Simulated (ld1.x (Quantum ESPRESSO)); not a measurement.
## Which change was made? (Pt, TM)

Pt (Z = 78), norm-conserving Troullier–Martins (Kleinman–Bylander form), made with ld1.x (Quantum ESPRESSO) 7.5 (LDA (PZ), scalar-relativistic). Core [Xe] 4f14, reference 5d9.5 6s0.5 6p0. Waves: 6s (bound): rc 2.05 bohr; 6p (bound, empty): rc 3.25 bohr; 5d (bound): rc 2.05 bohr. Local part: the d channel. Core correction: none.

Cutoffs, loose and tight: the cutoffs (Ry, on a coarse ladder) from which the occupation-weighted sum of valence levels, in a spherical-Bessel basis at the reference potential, stays within 10 and 1 mRy of its value at 400 Ry. They do not see the model core or the augmentation charge, which bear on the density cutoff. Test errors are all-electron minus pseudo excitation energies from the reference, over the configurations 5d9 6s1 6p0; 5d9 6s0 6p0; 5d8 6s0 6p0; 5d9 6s0 6p1; 5d8 6s1 6p0; 5d6 6s0 6p0; 5d8 6s2 6p0 (two spin-polarised tests are not counted in the largest error); variants that change the core or the reference have their own tests. The largest error is taken over the tests solved by every variant that gives reliable tests at all, those not shown here included: 5d6 6s0 6p0; 5d8 6s0 6p0; 5d8 6s1 6p0; 5d8 6s2 6p0; 5d9 6s0 6p0; 5d9 6s1 6p0.

The base gives: outcome: generated; cutoff, loose: 40 Ry; cutoff, tight: 50 Ry; bound ghosts: s, p; largest test error (meV): -192.

(1) After one change the result is: outcome: generated; cutoff, loose: 55 Ry; cutoff, tight: 90 Ry; bound ghosts: s, p; largest test error (meV): -222. Which change was it?
A. all radii scaled by about 1.40 (s 2.86, p 4.54, d 2.86 bohr)
B. all radii scaled by about 1.27 (s 2.60, p 4.14, d 2.60 bohr)
C. all radii scaled by about 0.76 (s 1.56, p 2.48, d 1.56 bohr)

Results:

(1) C. The others give: all radii scaled by about 1.40 (s 2.86, p 4.54, d 2.86 bohr) → outcome: generated; cutoff, loose: 30 Ry; cutoff, tight: 35 Ry; bound ghosts: s; largest test error (meV): -174 | all radii scaled by about 1.27 (s 2.60, p 4.14, d 2.60 bohr) → outcome: generated; cutoff, loose: 35 Ry; cutoff, tight: 40 Ry; bound ghosts: s; largest test error (meV): -227.
